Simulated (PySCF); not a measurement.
# Basis-set dependence of CsC at PBE

PySCF, UKS reference; quartet, unpaired electrons σ ↑, π ↑↑; De to Cs + C without counterpoise correction.

| basis | relativity | functions | Re (Å) | ωe (cm⁻¹) | De (eV) | μ (D) |
| --- | --- | --- | --- | --- | --- | --- |
| def2-SVPD | scalar-relativistic core potentials | 47 | 2.837 | 295 | 2.35 | -8.23 |
| def2-TZVP | scalar-relativistic core potentials | 60 | 2.756 | 294 | 2.45 | -8.32 |
| x2c-TZVPPall | spin-free X2C | 116 | 2.713 | 299 | 2.55 | -8.05 |

**Question.** How does each smaller set differ from the one with most functions, x2c-TZVPPall?

**Answer.** def2-SVPD: +12.4 pm, -1.3 % in ωe, -0.20 eV in De; def2-TZVP: +4.3 pm, -1.7 % in ωe, -0.10 eV in De. All at PBE; the set with most functions is neither the basis-set limit nor always the best. The rows treat relativity differently, so the differences are not basis effects alone.

A positive dipole means Cs(−)C(+). Spin–orbit coupling is left out, which matters for elements this heavy, above all for dissociation energies. The state was picked by a PBE0 search and need not be the measured ground state.
